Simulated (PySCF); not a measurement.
C₂HF₃O₂, triplet, at a GFN2-xTB geometry (a higher spin typed on purpose: for a closed-shell molecule this is an excited state), with bond 6-4 at 1.8 times its length; PySCF with B3LYP/3-21G.

Input for PySCF:
```python
from pyscf import gto, scf, dft

mol = gto.Mole()
mol.atom = '''
    O     1.657905   -0.882706   -0.072201
    C     0.989368    0.253699   -0.362919
    O     1.226407    1.426119    0.056383
    C    -0.590718   -0.066408   -0.024763
    F    -0.783629   -0.226495    1.282326
    F    -1.974091    1.683929   -0.811850
    F    -0.916552   -1.189740   -0.638258
    H     2.068549   -0.878940    0.814322
'''
mol.basis = '3-21g'
mol.charge = 0
mol.spin = 2
mol.verbose = 4
mol.build()

mf = dft.UKS(mol)
mf.xc = 'b3lyp'
mf.kernel()
mo_i, mo_e, stable_i, stable_e = mf.stability(internal=True, external=False, return_status=True, nroots=6, tol=1e-6)
print('internally stable:', stable_i, ' externally stable:', stable_e)
if not stable_i:
    umf = mf.copy()
    umf.scf_summary = {}
    umf.kernel(umf.make_rdm1(mo_i, mf.mo_occ))
mf.analyze()
```

The log (banner, timings and long lists left out):

```
PySCF version 2.14.0

[INPUT] verbose = 4
[INPUT] num. atoms = 8
[INPUT] num. electrons = 56
[INPUT] charge = 0
[INPUT] spin (= nelec alpha-beta = 2S) = 2
[INPUT] symmetry False subgroup None
[INPUT] Mole.unit = angstrom
[INPUT] Symbol           X                Y                Z      unit          X                Y                Z       unit  Magmom
[...]
nuclear repulsion = 305.809461785448
number of shells = 37
number of NR pGTOs = 108
number of NR cGTOs = 65
basis = 3-21g
ecp = {}

******** <class 'pyscf.dft.uks.UKS'> ********
method = UKS
initial guess = minao
damping factor = 0
level_shift factor = 0
DIIS = <class 'pyscf.scf.diis.CDIIS'>
diis_start_cycle = 1
diis_space = 8
diis_damp = 0
SCF conv_tol = 1e-09
SCF conv_tol_grad = None
SCF max_cycles = 50
direct_scf = True
direct_scf_tol = 1e-13
number electrons alpha = 29  beta = 27
XC library pyscf.dft.libxc version 7.1.2
    S. Lehtola, C. Steigemann, M. J. T. Oliveira, and M. A. L. Marques,  SoftwareX 7, 1–5 (2018)
XC functionals = b3lyp
    P. J. Stephens, F. J. Devlin, C. F. Chabalowski, and M. J. Frisch,  J. Phys. Chem. 98, 11623 (1994)
radial grids:
    Treutler-Ahlrichs [JCP 102, 346 (1995); DOI:10.1063/1.469408] (M4) radial grids

becke partition: Becke, JCP 88, 2547 (1988); DOI:10.1063/1.454033
pruning grids: <function nwchem_prune>
grids dens level: 3
symmetrized grids: False
atomic radii adjust function: <function treutler_atomic_radii_adjust>
small_rho_cutoff = 0
Set gradient conv threshold to 3.16228e-05
tot grids = 109000
init E= -524.166248418484

cycle= 1 E= -523.033415126005  delta_E= 1.13  |g|= 1.03  |ddm|= 2.21

cycle= 2 E= -510.057278792111  delta_E=   13  |g|= 2.93  |ddm|= 5.07
cycle= 3 E= -522.943101979232  delta_E= -12.9  |g|=  1.2  |ddm|= 4.94

cycle= 4 E= -523.320614319124  delta_E= -0.378  |g|= 0.605  |ddm|= 0.644

cycle= 5 E= -523.328335579203  delta_E= -0.00772  |g|= 0.688  |ddm|= 0.72
cycle= 6 E= -520.510032300316  delta_E= 2.82  |g|= 1.92  |ddm|= 2.13
cycle= 7 E= -522.868613184293  delta_E= -2.36  |g|= 1.11  |ddm|= 1.38
cycle= 8 E= -522.954026230837  delta_E= -0.0854  |g|= 1.03  |ddm|= 0.161
cycle= 9 E= -523.002757120741  delta_E= -0.0487  |g|= 0.997  |ddm|= 0.0603
cycle= 10 E= -523.484534189746  delta_E= -0.482  |g|= 0.487  |ddm|= 0.705
cycle= 11 E= -523.557520034876  delta_E= -0.073  |g|= 0.364  |ddm|= 0.445
cycle= 12 E= -523.584285616006  delta_E= -0.0268  |g|= 0.287  |ddm|= 0.125
cycle= 13 E= -523.61369494411  delta_E= -0.0294  |g|= 0.177  |ddm|=  0.3
cycle= 14 E= -523.615733579148  delta_E= -0.00204  |g|= 0.196  |ddm|= 0.344

cycle= 15 E= -523.630613013937  delta_E= -0.0149  |g|= 0.0163  |ddm|= 0.147

cycle= 16 E= -523.630816872348  delta_E= -0.000204  |g|= 0.01  |ddm|= 0.0426

cycle= 17 E= -523.630857587038  delta_E= -4.07e-05  |g|= 0.00453  |ddm|= 0.0114

cycle= 18 E= -523.630884042651  delta_E= -2.65e-05  |g|= 0.00143  |ddm|= 0.0142

cycle= 19 E= -523.63089437702  delta_E= -1.03e-05  |g|= 0.000826  |ddm|= 0.00964

cycle= 20 E= -523.630898853404  delta_E= -4.48e-06  |g|= 0.000699  |ddm|= 0.0045

cycle= 21 E= -523.630903694573  delta_E= -4.84e-06  |g|= 0.000612  |ddm|= 0.00479

cycle= 22 E= -523.630907635596  delta_E= -3.94e-06  |g|= 0.000563  |ddm|= 0.00384

cycle= 23 E= -523.630913653407  delta_E= -6.02e-06  |g|= 0.000578  |ddm|= 0.00589

cycle= 24 E= -523.630927033978  delta_E= -1.34e-05  |g|= 0.000509  |ddm|= 0.0143

cycle= 25 E= -523.630942072908  delta_E= -1.5e-05  |g|= 0.000497  |ddm|= 0.0188

cycle= 26 E= -523.630952711452  delta_E= -1.06e-05  |g|= 0.000456  |ddm|= 0.0162

cycle= 27 E= -523.63096529516  delta_E= -1.26e-05  |g|= 0.000375  |ddm|= 0.0263

cycle= 28 E= -523.630967572494  delta_E= -2.28e-06  |g|= 0.000235  |ddm|= 0.00656

cycle= 29 E= -523.630971896415  delta_E= -4.32e-06  |g|= 0.000297  |ddm|= 0.0199

cycle= 30 E= -523.63097282995  delta_E= -9.34e-07  |g|= 9.52e-05  |ddm|= 0.00888

cycle= 31 E= -523.630972880089  delta_E= -5.01e-08  |g|= 8.93e-05  |ddm|= 0.000353

cycle= 32 E= -523.630973000058  delta_E= -1.2e-07  |g|= 8.38e-05  |ddm|= 0.00174

cycle= 33 E= -523.630973076647  delta_E= -7.66e-08  |g|= 8.3e-05  |ddm|= 0.000503

cycle= 34 E= -523.630973158216  delta_E= -8.16e-08  |g|= 8.24e-05  |ddm|= 0.000572

cycle= 35 E= -523.630973206035  delta_E= -4.78e-08  |g|= 8.23e-05  |ddm|= 0.000303

cycle= 36 E= -523.630973176296  delta_E= 2.97e-08  |g|= 8.23e-05  |ddm|= 0.000189

cycle= 37 E= -523.630973125963  delta_E= 5.03e-08  |g|= 8.23e-05  |ddm|= 0.000427

cycle= 38 E= -523.630972996574  delta_E= 1.29e-07  |g|= 8.2e-05  |ddm|= 0.000863

cycle= 39 E= -523.630972554422  delta_E= 4.42e-07  |g|= 8.11e-05  |ddm|= 0.003

cycle= 40 E= -523.630972319312  delta_E= 2.35e-07  |g|= 8.1e-05  |ddm|= 0.00159

cycle= 41 E= -523.630972071021  delta_E= 2.48e-07  |g|= 8.08e-05  |ddm|= 0.00162

cycle= 42 E= -523.63097189578  delta_E= 1.75e-07  |g|= 8.09e-05  |ddm|= 0.00114

cycle= 43 E= -523.630971781475  delta_E= 1.14e-07  |g|= 8.07e-05  |ddm|= 0.000754

cycle= 44 E= -523.630971684768  delta_E= 9.67e-08  |g|= 7.99e-05  |ddm|= 0.000657

cycle= 45 E= -523.63097140042  delta_E= 2.84e-07  |g|= 7.97e-05  |ddm|= 0.00189

cycle= 46 E= -523.630970788104  delta_E= 6.12e-07  |g|= 7.91e-05  |ddm|= 0.00444

cycle= 47 E= -523.630969791253  delta_E= 9.97e-07  |g|= 7.66e-05  |ddm|= 0.00709

cycle= 48 E= -523.630967749384  delta_E= 2.04e-06  |g|= 8.19e-05  |ddm|= 0.0152

cycle= 49 E= -523.630967841446  delta_E= -9.21e-08  |g|= 8.45e-05  |ddm|= 0.000819

cycle= 50 E= -523.630965755171  delta_E= 2.09e-06  |g|= 0.000109  |ddm|= 0.0168
SCF not converged.
SCF energy = -523.630965755171 after 50 cycles  <S^2> = 2.0022468  2S+1 = 3.0014975
uhf_internal: lowest eigs of H = [-0.00069053  0.00883103  0.07595658  0.1227542   0.16655377  0.1814279 ]
<class 'pyscf.dft.uks.UKS'> wavefunction has an internal instability
internally stable: False  externally stable: None

******** <class 'pyscf.dft.uks.UKS'> ********
method = UKS
initial guess = minao
damping factor = 0
level_shift factor = 0
[...]

cycle= 28 E= -523.631250216917  delta_E= -1.27e-05  |g|= 0.000318  |ddm|= 0.0279

cycle= 29 E= -523.631246406072  delta_E= 3.81e-06  |g|= 0.000837  |ddm|= 0.00816

cycle= 30 E= -523.631262145213  delta_E= -1.57e-05  |g|= 0.000247  |ddm|= 0.0342

cycle= 31 E= -523.63128689917  delta_E= -2.48e-05  |g|= 0.000918  |ddm|= 0.0583

cycle= 32 E= -523.63127461915  delta_E= 1.23e-05  |g|= 0.000289  |ddm|= 0.0312

cycle= 33 E= -523.631280952186  delta_E= -6.33e-06  |g|= 0.000352  |ddm|= 0.0145

cycle= 34 E= -523.631293810319  delta_E= -1.29e-05  |g|= 0.000269  |ddm|= 0.0315

cycle= 35 E= -523.631290220423  delta_E= 3.59e-06  |g|= 0.000284  |ddm|= 0.00849

cycle= 36 E= -523.631303594956  delta_E= -1.34e-05  |g|= 0.000273  |ddm|= 0.0339

cycle= 37 E= -523.631308461098  delta_E= -4.87e-06  |g|= 0.000233  |ddm|= 0.0127

cycle= 38 E= -523.631318938706  delta_E= -1.05e-05  |g|= 0.000284  |ddm|= 0.0282

cycle= 39 E= -523.631328995866  delta_E= -1.01e-05  |g|= 0.00029  |ddm|= 0.0289

cycle= 40 E= -523.631323029041  delta_E= 5.97e-06  |g|= 0.000727  |ddm|= 0.0199

cycle= 41 E= -523.631349603419  delta_E= -2.66e-05  |g|= 0.000295  |ddm|= 0.0831

cycle= 42 E= -523.631347142363  delta_E= 2.46e-06  |g|= 0.000688  |ddm|= 0.0133

cycle= 43 E= -523.631366011027  delta_E= -1.89e-05  |g|= 0.00104  |ddm|= 0.0809

cycle= 44 E= -523.631359725562  delta_E= 6.29e-06  |g|= 0.00045  |ddm|= 0.0362

cycle= 45 E= -523.631372704552  delta_E= -1.3e-05  |g|= 0.00111  |ddm|= 0.0668

cycle= 46 E= -523.631380829858  delta_E= -8.13e-06  |g|= 0.00185  |ddm|= 0.0604

cycle= 47 E= -523.631380938614  delta_E= -1.09e-07  |g|= 0.00113  |ddm|= 0.0155

cycle= 48 E= -523.631384768732  delta_E= -3.83e-06  |g|= 0.00103  |ddm|= 0.0273

cycle= 49 E= -523.631384731117  delta_E= 3.76e-08  |g|= 0.00107  |ddm|= 0.000357

cycle= 50 E= -523.631383520328  delta_E= 1.21e-06  |g|= 0.000458  |ddm|= 0.0175
SCF not converged.
SCF energy = -523.631383520328 after 50 cycles  <S^2> = 2.0023659  2S+1 = 3.0015768
**** SCF Summaries ****
Total Energy =                        -523.630965755171019
Nuclear Repulsion Energy =             305.809461785447922
One-electron Energy =                -1332.850748628143720
Two-electron Energy =                  503.410321087524721
Two-electron Coulomb Energy =          562.895419317107894
DFT Exchange-Correlation Energy =      -59.485098229583173
**** MO energy ****
                             alpha | beta                alpha | beta
[...]
To work with the spin densities directly, `use mulliken_meta_spin()` only printing them here.

 ** Mulliken spin pop alpha/beta on meta-lowdin orthogonal AOs **
 ** Mulliken Spin Density (per AO)  **
spin_pop of  0 O 1s       -0.00000
spin_pop of  0 O 2s        0.00642
spin_pop of  0 O 3s        0.00021
spin_pop of  0 O 2px       0.01940
spin_pop of  0 O 2py       0.00104
spin_pop of  0 O 2pz       0.00000
spin_pop of  0 O 3px       0.00019
spin_pop of  0 O 3py      -0.00000
spin_pop of  0 O 3pz       0.00003
spin_pop of  1 C 1s       -0.00000
spin_pop of  1 C 2s        0.02310
spin_pop of  1 C 3s        0.00009
spin_pop of  1 C 2px       0.01086
spin_pop of  1 C 2py       0.00492
spin_pop of  1 C 2pz       0.02572
spin_pop of  1 C 3px       0.00066
spin_pop of  1 C 3py      -0.00020
spin_pop of  1 C 3pz      -0.00001
spin_pop of  2 O 1s        0.00000
spin_pop of  2 O 2s       -0.00006
spin_pop of  2 O 3s        0.00002
spin_pop of  2 O 2px       0.00496
spin_pop of  2 O 2py      -0.00289
spin_pop of  2 O 2pz      -0.00842
spin_pop of  2 O 3px       0.00009
spin_pop of  2 O 3py       0.00001
spin_pop of  2 O 3pz       0.00003
spin_pop of  3 C 1s       -0.00001
spin_pop of  3 C 2s        0.17572
spin_pop of  3 C 3s        0.00139
spin_pop of  3 C 2px       0.22256
spin_pop of  3 C 2py       0.27108
spin_pop of  3 C 2pz       0.04247
spin_pop of  3 C 3px       0.00041
spin_pop of  3 C 3py       0.00042
spin_pop of  3 C 3pz       0.00044
spin_pop of  4 F 1s       -0.00000
spin_pop of  4 F 2s        0.00229
spin_pop of  4 F 3s        0.00004
spin_pop of  4 F 2px       0.02775
spin_pop of  4 F 2py       0.04288
spin_pop of  4 F 2pz       0.00873
spin_pop of  4 F 3px       0.00013
spin_pop of  4 F 3py       0.00019
spin_pop of  4 F 3pz       0.00006
spin_pop of  5 F 1s       -0.00001
spin_pop of  5 F 2s        0.00361
spin_pop of  5 F 3s       -0.00045
spin_pop of  5 F 2px       0.05659
spin_pop of  5 F 2py       0.25138
spin_pop of  5 F 2pz       0.71308
spin_pop of  5 F 3px       0.00025
spin_pop of  5 F 3py       0.00038
spin_pop of  5 F 3pz       0.00064
spin_pop of  6 F 1s       -0.00000
spin_pop of  6 F 2s        0.00164
spin_pop of  6 F 3s        0.00006
spin_pop of  6 F 2px       0.04357
spin_pop of  6 F 2py       0.03828
spin_pop of  6 F 2pz       0.00174
spin_pop of  6 F 3px       0.00017
spin_pop of  6 F 3py       0.00014
spin_pop of  6 F 3pz       0.00010
spin_pop of  7 H 1s        0.00612
spin_pop of  7 H 2s        0.00001
 ** Mulliken Spin Density (per atom)  **
spin density of  0 O =      0.02730
spin density of  1 C =      0.06515
spin density of  2 O =     -0.00626
spin density of  3 C =      0.71447
spin density of  4 F =      0.08207
spin density of  5 F =      1.02547
spin density of  6 F =      0.08569
spin density of  7 H =      0.00612
 ** Mulliken pop alpha/beta on meta-lowdin orthogonal AOs **
 ** Mulliken pop       alpha | beta **
In total            29.00000 | 27.00000
 ** Mulliken atomic charges   ( Nelec_alpha | Nelec_beta ) **
charge of  0O =     -0.37974  (     4.20352      4.17622 )
charge of  1C =      0.35643  (     2.85436      2.78921 )
charge of  2O =     -0.30692  (     4.15033      4.15659 )
charge of  3C =      0.32595  (     3.19426      2.47979 )
charge of  4F =     -0.17384  (     4.62795      4.54589 )
charge of  5F =      0.03203  (     4.99672      3.97125 )
charge of  6F =     -0.18095  (     4.63332      4.54763 )
charge of  7H =      0.32704  (     0.33954      0.33342 )
Dipole moment(X, Y, Z, Debye):  0.78678, -0.75621,  0.94911
```

The run did not converge; its last values are not results.
